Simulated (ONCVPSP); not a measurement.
An all-electron radial function and its pseudo partner (lithium)

Columns: radius, all-electron u(r) and pseudo u(r) of the 2s shell (level -2.87 eV) of lithium in the configuration [He] 2s1; LDA (Perdew-Wang 92), scalar-relativistic, ONCV scheme, ONCVPSP 4.0.1.

```csv
r (bohr),all-electron,pseudo
0.175,-0.1672,0.0312
0.350,-0.1872,0.0632
0.525,-0.1410,0.0965
0.700,-0.0671,0.1311
0.875,0.0156,0.1670
1.050,0.0974,0.2036
1.225,0.1735,0.2405
1.400,0.2417,0.2773
1.575,0.3014,0.3137
1.750,0.3526,0.3494
1.925,0.3957,0.3840
2.100,0.4311,0.4165
2.275,0.4593,0.4458
2.450,0.4810,0.4708
2.625,0.4967,0.4903
2.800,0.5071,0.5039
2.975,0.5126,0.5114
3.150,0.5139,0.5137
3.325,0.5116,0.5116
3.500,0.5061,0.5061
3.675,0.4979,0.4979
3.850,0.4875,0.4875
4.025,0.4752,0.4752
4.200,0.4614,0.4614
4.375,0.4465,0.4465
4.550,0.4307,0.4307
```

Q: How many radial nodes do the two functions have?

A: The all-electron 2s function has n − l − 1 = 1; the pseudo-wave has 0, since the states of the same l below it are removed with the core.

Q: At about which radius was the pseudo-wave matched?

A: 3.50 bohr. The columns agree to 0.0005 from 3.15 bohr on; several derivatives are matched, so the curves merge somewhat inside the radius.

Q: Is the pseudo-wave norm-conserving?

A: Yes: the ONCV scheme keeps the norm inside the radius equal to the all-electron one, which fixes the energy derivative of the logarithmic derivative at the level.
